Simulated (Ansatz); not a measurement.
Ge2H10Si2 (`[SiH3][GeH2][SiH2][GeH3]`) at its PBE0-D4/def2-TZVP geometry, where that method's forces vanish. Charge 0, multiplicity 1.

```xyz
14

Si    1.1796   -0.6069   -2.0098
Ge    1.3292   -0.9068    0.3458
Si   -0.7876   -0.5114    1.3598
Ge   -1.5886    1.6416    0.7419
H     0.1364   -1.5087   -2.5661
H     0.7998    0.7999   -2.3063
H     2.4772   -0.9053   -2.6714
H     1.8215   -2.3306    0.6684
H     2.3569    0.0864    0.9219
H    -1.7525   -1.5448    0.8927
H    -0.6840   -0.6053    2.8422
H    -1.7907    1.7075   -0.7818
H    -2.9288    1.9616    1.4251
H    -0.5684    2.7228    1.1377
```

(1) What forces (eV/Å) does PBE-D4/def2-TZVPP give on these atoms in the Gaussian-basis code of Ansatz? (Best estimate.)

Answers

(1) The calculation gave: 
```
Si1  0.010 -0.008  0.070
Ge2 -0.066  0.016 -0.038
Si3  0.039  0.053 -0.040
Ge4  0.023 -0.065  0.018
H5  -0.104 -0.089 -0.060
H6  -0.039  0.139 -0.035
H7   0.130 -0.029 -0.075
H8   0.056 -0.141  0.034
H9   0.103  0.092  0.058
H10 -0.098 -0.107 -0.042
H11  0.005 -0.015  0.154
H12 -0.019  0.012 -0.141
H13 -0.130  0.038  0.063
H14  0.091  0.104  0.034
```
